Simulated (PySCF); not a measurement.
**Unknown compound**

Molecular formula: C₇H₁₄FNSi. Simulated spectra:

¹H NMR (500 MHz, computed): δ 8.77 (s, 1H), 5.89 (m, 1H), 5.04 (m, 2H), 4.23 (m, 2H), 3.66 (s, 3H), 2.33 (q, 2H), 1.33 (t, 3H).

¹³C{¹H} NMR (computed): δ 172.1 (CH), 171.9 (C), 121.4 (CH), 76.0 (CH2), 43.0 (CH3), 40.7 (CH2), 17.5 (CH3).

- GFN2-xTB geometry
- σ from GIAO-PBE0/pcSseg-1
- code: PySCF 2.14.0 with density-fitted response routines
- isolated molecule, averaged over atoms made equivalent by symmetry, fast rotation or ring inversion, one computed conformer, no relativistic terms

Chemical shifts δ = σref − σ; ¹H (σ = 31.72 ppm), ¹³C (σ = 186.93 ppm) vs TMS, all at this level.

Which of these isomers gave the spectra?
A. CC#C[Si@@H](F)[C@@H](C)N(C)C
B. C=C(F)[Si@@H]1CC[C@@H]1N(C)C
C. CCC(/C=N\C)=C/[SiH2]CF
D. C/C=C1/[SiH2][C@@H](N(C)C)[C@@H]1F

Answers

C. 

1. Rings plus π bonds: 2 (no ring in the answer).
2. 7 carbon signals for 7 carbons: no two carbons are equivalent.
3. Carbon types of the structure: 1 × C, 2 × CH, 2 × CH2, 2 × CH3, leaving 2 H on heteroatoms.
4. δC 172.1: C=N carbon.
5. δC 171.9: fully substituted alkene carbon.
6. δC 121.4: alkene CH; an sp2 carbon of a C=C bond.
7. δC 76.0: sp3 CH2 bonded to F and Si; deshielded by the electronegative neighbour.
8. δH 8.77: hydrogen on a C=N carbon.

The others: C=C(F)[Si@@H]1CC[C@@H]1N(C)C would give 6 carbon signals, not 7; CC#C[Si@@H](F)[C@@H](C)N(C)C would give 6 carbon signals, not 7; C/C=C1/[SiH2][C@@H](N(C)C)[C@@H]1F would give 6 carbon signals, not 7.

Splittings by ¹⁹F in the carbon and heteronuclear signals aren't shown, as no couplings were computed. Shifts are as computed. Against solution values, carbons near 30 ppm lie about +3 ppm off and those near 130 ppm about +5 ppm. Of 1309 compounds with measured shifts, 239 miss one by over three times the rms of a fit or turn the order of signals round; such compounds aren't used in these exercises. No couplings were computed; multiplicities are counted from neighbouring protons, with m where these are inequivalent, close in shift, in a saturated or five-membered ring or joined by F or P, and br s for small geminal =CH2 splittings.
